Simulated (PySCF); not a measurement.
Li(Me) (CH3Li), SMILES [CH3][Li]. Heavy atoms are numbered as in [Li:1][CH3:2]. Hydrogens are named by the atom that carries them.

Geometry optimised at PBE0-D3(BJ)/def2-TZVPD. The isomer is the one that the SMILES or the coordinates give; other isomers of the formula were not compared.

All values below come from B3LYP/def2-TZVPD in PySCF.

ESP charges are fitted to the potential on shells at 1.4 to 2.0 van der Waals radii. Atomic charges (e), one atom of each kind:

```tsv
atom	meta-Löwdin	ESP fit
Li1	0.68	0.77
C2 (CH3)	-0.90	-1.66
H on C2	0.08	0.30
```
